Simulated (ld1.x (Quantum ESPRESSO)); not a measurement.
Values are calculated unless marked as measured or tabulated.
# Hardness and transferability of assorted potentials

Generated with ld1.x 7.5 (TM, RRKJ, ultrasoft, PAW), atompaw 4.2 or ONCVPSP 4.0.1. The cutoff is in Ry: for ld1.x and atompaw files where the sum of valence levels is converged to 10 mRy in a Bessel basis, for ONCV files where the hardest occupied wave has 1 mHa per electron of residual kinetic energy. The error is the largest all-electron minus pseudo excitation energy over each file’s own four to seven test configurations (ionisations up to +4, promotions, holes and added fractions of an electron), all of which were solved. The labels leave out finer settings (local radius, basis sizes, second energies), which also bear on the numbers. Spin-polarised tests are not counted. The rows are a selection from randomly drawn settings: files with unsolved tests, undetermined cutoffs or missed reference levels are left out.

A true bound ghost makes a file unfit for plane-wave use even where its test errors are small: the radial tests pick states by their node count and pass the ghost by.

```tsv
element	potential	cutoff (Ry)	largest error (meV)	bound ghosts
O	PAW, PBEsol, scalar-relativistic, rc 1.00/1.40 (sp), local smoothed, core correction yes, reference 2s2 2p4	35	-3.9	none
F	TM, LDA (PZ), scalar-relativistic, rc 0.55/1.30/1.10 (spd), local p, core correction no, reference 2s2 2p3	230	+180	none
P	RRKJ, revPBE, scalar-relativistic, rc 1.92/1.82 (sp), local s, core correction yes, reference 3s1.5 3p3.5	30	+275	none
Cl	TM, Wu–Cohen, non-relativistic, rc 1.20/1.20/0.90 (spd), local p, core correction no, reference 3s2 3p3	60	+119	none
As	TM, LDA (PZ), scalar-relativistic, rc 1.44/2.14/2.14 (spd), local smoothed, core correction yes, reference 4s2 4p3	35	-97	none
Re	TM, PBE, scalar-relativistic, rc 2.25/1.60/1.35 (spd), local smoothed, core correction yes, reference 5p6 5d4 6s0 6p0	50	+61	s
```

Question: Fill in the row for Cu: TM, PBE, scalar-relativistic, rc 0.95/0.70/1.60/1.60 (spdf), local s, core correction yes, reference 3s2 3p6 3d10 4s0 4p0.

Answer: cutoff 200 Ry, largest error +756 meV, bound ghosts: none.

Question: Fill in the row for Cl: TM, LDA (PZ), non-relativistic, rc 1.25/1.00/1.15 (spd), local smoothed, core correction yes, reference 3s2 3p3.5.

Answer: cutoff 120 Ry, largest error +175 meV, bound ghosts: none.

Question: Fill in the row for W: TM semilocal, PBE, scalar-relativistic, rc 2.90/3.60/1.60 (spd), local s, core correction yes, reference 5d4 6s2 6p0.

Answer: cutoff 30 Ry, largest error -140 meV, bound ghosts: none.
